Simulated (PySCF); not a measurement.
**Structure elucidation problem**

Molecular formula: C₈H₁₁BO. Simulated spectra:

¹H NMR (400 MHz, computed): δ 4.62 (br, 1H), 3.98 (s, 3H), 2.06 (t, 2H), 1.46 (m, 2H), 0.96 (t, 3H).

¹³C{¹H} NMR (computed): δ 102.5, 92.1, 85.7, 72.3, 62.6, 26.2, 23.5, 15.7.

Method: σ from GIAO-CAM-B3LYP/pcSseg-1, PBE0-D3(BJ)/def2-SVP structure, in PySCF 2.14.0 with density-fitted response routines (in vacuum, equivalent nuclei averaged, non-relativistic, single conformer).

Scale: TMS for ¹H (σref 31.33), ¹³C (σref 182.45) (reference shieldings calculated alike).

Choose the structure that fits.
A. COC1=CC=CC=CB1C
B. C=CCB(C)c1ccco1
C. CCOBc1ccccc1
D. CCCC#CC#CBOC

## Answers

D. 

- 8 carbon signals for 8 carbons: no two carbons are equivalent.
- Carbon types of the structure: 4 × C, 2 × CH2, 2 × CH3, leaving 1 H on heteroatoms.
- δC 102.5, 92.1, 85.7, 72.3: alkyne carbon; the triple bond shields along its axis, which puts it between sp3 and sp2 carbons.
- δC 62.6: methyl carbon bonded to O; the inductive effect lowers its shielding.
- δC 23.5: propargylic sp3 CH2; a saturated carbon with 2 carbon neighbours and no heteroatom attached.
- δC 15.7: methyl carbon; a saturated carbon with 1 carbon neighbour and no heteroatom attached.
- δH 3.98: hydrogen on a methyl carbon bonded to O; its carbon carries O, hence the downfield position.

The others: C=CCB(C)c1ccco1 would give 8 signals for carbon-bound and other non-exchanging H, not 5; COC1=CC=CC=CB1C would give 7 signals for carbon-bound and other non-exchanging H, not 5; CCOBc1ccccc1 would give 6 carbon signals, not 8.

Hydrogens on boron are broadened and split by ¹¹B (spin 3/2, 80 %) and 10B (spin 3). A carbon bonded to boron is broadened by the quadrupolar boron nucleus and is often missing from a measured spectrum. Shifts are as computed, not scaled to solution data. Of 1313 compounds with measured shifts, 239 miss one by over three times the rms of a fit or turn the order of signals round; such compounds aren't used in these exercises. No couplings were computed; multiplicities are counted from neighbouring protons, with m where these are inequivalent, close in shift, in a saturated or five-membered ring or joined by F or P, and br s for small geminal =CH2 splittings.
